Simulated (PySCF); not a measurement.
Vertical excitations of a molecule C3H5BN2O from TDA-PBE/def2-SVPD (PySCF 2.14.0), as energy in eV (oscillator strength): 2.81 (0.000), 4.33 (0.001), 4.87 (0.003), 5.24 (0.226), 5.54 (0.000), 5.63 (0.015), 5.70 (0.011), 5.72 (0.001), 6.07 (0.000), 6.13 (0.001). Lowest triplet (TDA): 2.27 eV. Geometry optimised at PBE0-D3(BJ)/def2-SVP. The values are those of a single conformer.

### Question
Which molecule gave these data?
(A) CB(O)/C=N\C#N
(B) C=C=C1NB(O)N1
(C) CB1N=CN=CO1
(D) CC1=NB(O)C=N1

### Answer
A, CB(O)/C=N\C#N
